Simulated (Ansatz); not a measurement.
Ansatz results at the PBE0-D4/def2-TZVP geometry: size of the dipole moment (PBE/def2-TZVPP) 1.75 D; size of the dipole moment (ωB97M-V/def2-TZVPP) 1.88 D; size of the dipole moment (B3LYP/def2-TZVPP) 1.86 D.

Each molecule was computed in one conformer, which needn't be the lowest.

Which molecule gave them?
A. `O[SiH][S][GeH2][OH]`•
B. `[SH][Ge]([Cl])[Cl]`•
C. `C#[C][Ge]([F])[F]`•
D. `CO[C]=O`•

B. The others give `O[SiH][S][GeH2][OH]`•: 3.09, 3.31, 3.23; `C#[C][Ge]([F])[F]`•: 2.85, 3.07, 3.08; `CO[C]=O`•: 2.63, 2.71, 2.70.

B3LYP here is the variant with VWN-RPA as its local correlation; programs differ in this.
